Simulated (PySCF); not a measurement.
How methods differ on the excitation energy of Rb

Rb [Kr] 5s1 (2S) → Rb [Kr] 5p1 (2P), as a difference of total energies. Computed with PySCF 2.14 in def2-QZVPPD with the def2 core potential (28 electrons), with a scalar-relativistic core potential. Correlated levels: valence and next inner shell: nothing frozen outside the core potential. The calculations carry no spin-orbit coupling.

```json
{"method": "UHF", "excitation energy (eV)": "1.348"}
{"method": "LDA", "excitation energy (eV)": "1.541"}
{"method": "PBE", "excitation energy (eV)": "1.372"}
{"method": "PBE0", "excitation energy (eV)": "1.374"}
{"method": "r2SCAN", "excitation energy (eV)": "1.333"}
{"method": "B97-3", "excitation energy (eV)": "1.322"}
{"method": "BP86", "excitation energy (eV)": "1.384"}
{"method": "M06-2X", "excitation energy (eV)": "1.488"}
{"method": "r2SCAN0", "excitation energy (eV)": "1.399"}
{"method": "MP2 (valence and next inner shell)", "excitation energy (eV)": "1.545"}
{"method": "SCS-MP2 (valence and next inner shell)", "excitation energy (eV)": "1.504"}
```

Task: How much does correlation contribute at MP2 (valence and next inner shell)?

Result: 1.545 − (1.348) = 0.197 eV, measured against UHF.

Errors of the correlated levels include the incompleteness of this basis.

For comparison: 1.579 eV (measured; NIST levels, between the centres of gravity of the two terms).
